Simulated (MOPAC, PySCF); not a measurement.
Positional isomers: benzothiophene silyl+ethynyl. Isolated molecules, 0 K electronic values unless said otherwise. Strings in code marks are SMILES.

Quantity: electronic energy of isomers of C10H8SSi relative to `C#Cc1c([SiH3])sc2ccccc12`, in eV. Semi-empirical values (MOPAC) are differences of heats of formation.

Level 1: PBE-D3(BJ)/def2-TZVP // PBE-D3(BJ)/def2-SVP (PySCF)
Level 2: PBE/6-31G* // PBE-D3(BJ)/def2-SVP (PySCF)
Level 3: HF/STO-3G // PBE-D3(BJ)/def2-SVP (PySCF)
Level 4: PM6 // PBE-D3(BJ)/def2-SVP (MOPAC)

| species | level 2 | level 3 | level 4 |
|---|---|---|---|
| `C#Cc1c([SiH3])ccc2sccc12` | 0.101 | 0.158 | 0.216 |
| `C#Cc1cc([SiH3])cc2sccc12` | 0.121 | 0.157 | 0.238 |
| `C#Cc1cc2sccc2cc1[SiH3]` | 0.113 | 0.153 | 0.199 |

Task: What does level 1 give for each, and how far do the other levels lie from it on average?

Result: 
- `C#Cc1c([SiH3])ccc2sccc12`: 0.108
- `C#Cc1cc([SiH3])cc2sccc12`: 0.132
- `C#Cc1cc2sccc2cc1[SiH3]`: 0.126
Mean absolute difference from level 1, which has limits of its own, over these rows (drawn at random from the members that have all these levels): level 2 0.010 eV, level 3 0.034 eV, level 4 0.096 eV.
